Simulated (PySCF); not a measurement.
Ge²⁺ (germanium, charge +2): UHF calculation

Configuration: [Ar] 3d10 4s1 5s1, high-spin 3S determinant (an excited configuration). Calculation: PySCF 2.14, in aug-cc-pVQZ-PP with ECP10MDF; scalar relativity through the core potential.

```
Total energy             : -291.854492 hartree
One-electron energy      : -501.8343 hartree
Hartree (Coulomb) energy : 233.0771 hartree
Exchange energy          : -23.0974 hartree
⟨S²⟩                     : 2.0003
⟨L²⟩                     : 0.000
Sum of ⟨r⟩               : 18.69 bohr
Sum of ⟨r²⟩              : 36.66 bohr²
```

```
shell  electrons  mean orbital energy (hartree)  rms radius, mean of both spins (bohr)
 3s α          1                       -8.34087                                  0.670
 3s β          1                       -8.31356                                  0.670
 3p α          3                       -6.24860                                  0.701
 3p β          3                       -6.23775                                  0.701
 3d α          5                       -2.58776                                  0.798
 3d β          5                       -2.57901                                  0.798
 4s α          1                       -1.41105                                   2.01
 5s α          1                       -0.51635                                   4.73
```

Energies and moments cover only the electrons outside the core potential. The outer electron is Rydberg-like, and this basis confines it to a smaller radius and binds it less than a complete one would.
